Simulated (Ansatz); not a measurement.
Mulliken charges of `[CH3][Al]([SiH3])[Br]` from r2SCAN/def2-TZVPP in Ansatz (PBE0-D4/def2-TZVP geometry).

| atom | x (Å) | y (Å) | z (Å) | charge (e) |
| --- | --- | --- | --- | --- |
| C1 | -0.739 | 1.620 | -0.785 | -0.382 |
| Al2 | -0.509 | -0.284 | -0.472 | 0.579 |
| Si3 | 1.099 | -1.273 | 1.089 | 0.016 |
| Br4 | -1.823 | -1.731 | -1.631 | -0.256 |
| H5 | 0.198 | 2.068 | -1.129 | 0.072 |
| H6 | -1.008 | 2.131 | 0.146 | 0.072 |
| H7 | -1.512 | 1.828 | -1.527 | 0.081 |
| H8 | 1.038 | -2.760 | 1.107 | -0.054 |
| H9 | 0.851 | -0.781 | 2.475 | -0.065 |
| H10 | 2.490 | -0.871 | 0.729 | -0.065 |

**Question.** By hand: the dipole of these point charges (1 e Å = 4.8032 D).

**Answer.** Σ q r = (0.018, 0.346, -0.001) e Å, of length 0.346 e Å = 1.66 D.

**Question.** How does the dipole of the full density compare? (Estimate.)

**Answer.** Computed: (0.114, 0.336, 0.090) e Å, 1.76 D; the point charges give 0.94 times that, at 21° from its direction.

Point charges leave out the atoms' own dipoles, such as those of lone pairs, and Mulliken's split depends on the basis, so the two needn't agree.
